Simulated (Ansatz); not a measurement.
`IB1C[SiH2]1` + H₂ → `B1C[SiH2]1` + HI at 700 K and 1 bar (hydrogenolysis of a B–I bond).

Calculated with Ansatz (gas phase, PBE0-D4/def2-TZVP geometries, no zero-point term in ΔE). CCSD(T)/CBS is the MP2 limit (def2-TZVPP, def2-QZVPP) plus CCSD(T) − MP2 in def2-TZVPP, frozen cores. This one scheme is used for every species. Elements past krypton have def2 core potentials. For I outer-core shells are correlated without core-valence functions, which leaves a few kJ/mol of doubt a bond.

```
      species  CCSD(T)/CBS energy (Eh)  H − E (kJ/mol)  S (J/(mol·K))
`IB1C[SiH2]1`               -651.73646           185.1          428.2
           H₂                 -1.17544            46.8          155.3
 `B1C[SiH2]1`               -354.85519           197.4          362.0
           HI               -298.03592            34.6          231.7
```

H − E and S are ideal-gas, rigid-rotor, harmonic terms from PBE0-D4/def2-TZVP, for one conformer and one mirror image of each species. The MP2-based limit puts H₂ 0.8 mEh under its directly extrapolated value; such offsets cancel only in part. 1 Eh = 2625.50 kJ/mol, R = 8.31446 J/(mol·K).

Question: By hand: ΔE, ΔH, ΔS and ΔG.

Answer: ΔE = (-354.85519) + (-298.03592) − (-651.73646) − (-1.17544) = 0.02079 Eh = 54.6 kJ/mol. Δ(H − E) = 197.4 + 34.6 − 185.1 − 46.8 = 0.1, so ΔH = 54.7 kJ/mol. ΔS = 362.0 + 231.7 − 428.2 − 155.3 = 10.2 J/(mol·K). ΔG = 54.7 − 700 × (10.2)/1000 = 47.6 kJ/mol.

Question: By hand: the equilibrium constant, and the temperature at which ΔG would vanish if ΔH and ΔS stayed fixed.

Answer: log₁₀ K = −ΔG/(RT ln 10) = -3.6. ΔG = 0 at ΔH/ΔS = 5363 K, far beyond where these terms or the molecules hold.

The number of gas molecules stays the same, so ΔS is small and ΔH decides. A doubt of 5 kJ/mol in ΔE shifts log₁₀ K by 0.4 here. Other conformers and mirror images would add mixing entropy, several J/(mol·K) or more a flexible species. These are equilibria of isolated gas molecules and say nothing of rates. Largest T1 diagnostic: 0.014 (customary marks: 0.02 for closed shells, 0.045 for open ones).
